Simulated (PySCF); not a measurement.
Species: C2H13OPSi3.
SMILES with atom numbers: `[CH3:1][CH2:2][SiH2:3][PH:4][SiH2:5][O:6][SiH3:7]` (hydrogens: H8, H9, H10 on C1; H11, H12 on C2; H13, H14 on Si3; H15 on P4; H16, H17 on Si5; H18, H19, H20 on Si7)

Geometry (PBE0-D3(BJ)/def2-SVP, Å), atoms numbered from 1 in this order:
```xyz
20
C2H13OPSi3 angstrom
C     -3.5421   -0.9842   -1.1065
C     -2.1095   -0.4723   -1.2236
Si    -1.5509    0.6055    0.2172
P      0.5517    1.3281   -0.2309
Si     1.5032   -0.3818    0.8931
O      3.1415   -0.4163    0.6411
Si     4.3095   -0.0775   -0.4898
H     -3.8165   -1.6162   -1.9656
H     -4.2662   -0.1552   -1.0647
H     -3.6846   -1.5888   -0.1967
H     -1.3998   -1.3147   -1.2989
H     -1.9744    0.1175   -2.1465
H     -2.4251    1.8094    0.3706
H     -1.6154   -0.1780    1.4965
H      0.6291    2.2521    0.8559
H      0.8794   -1.6342    0.3615
H      1.2740   -0.2989    2.3630
H      4.2142    1.3473   -0.9270
H      5.6388   -0.3207    0.1367
H      4.1520   -0.9634   -1.6830
```

All values: PBE0/def2-SVPD (PySCF, non-relativistic), on one gas-phase PBE0-D3(BJ)/def2-SVP geometry that isn't relaxed in the solvent. The solvent is an IEF-PCM continuum (Bondi radii, 1.10 Å for H, scaled by 1.2), and excitations are vertical TDDFT with non-equilibrium linear response and a frozen core. The model holds no explicit solvent molecules, cavitation or dispersion.

| run | E − E(gas) (kcal/mol) | HOMO (eV) | HOMO–LUMO gap (eV) | dipole (D) | lowest singlet (eV) | static polarisability (au) |
| --- | --- | --- | --- | --- | --- | --- |
| gas | 0.00 | -7.37 | 7.05 | 1.07 | 5.92 | 139.4 |
| P | -1.21 | -7.33 | 7.07 | 1.25 | 5.95 | 175.3 |
| Q | -1.75 | -7.34 | 7.08 | 1.32 | 5.97 | 196.4 |

Problem. The runs were made in chloroform and water. Which run belongs to which solvent?

Solution. P = chloroform, Q = water. The dielectric constants are 4.711 (chloroform), 78.36 (water), and the energy falls further as ε rises. The optical constants n² used for the excitations are 2.09, 1.78 in the same order. In this model the ground state sees the solvent through ε alone.

Problem. How constant is the ratio of the lowering to (ε − 1)/(2ε + 1)?

Solution. 
```csv
solvent,(ε − 1)/(2ε + 1),E − E(gas) (kcal/mol),ratio (kcal/mol),polarisation term (kcal/mol)
chloroform,0.356,-1.21,-3.4,-1.32
water,0.490,-1.75,-3.6,-2.00
```

The ratio changes by +5.3 % in size from chloroform to water. The polarisation term is half the interaction of the solute with the induced surface charges.
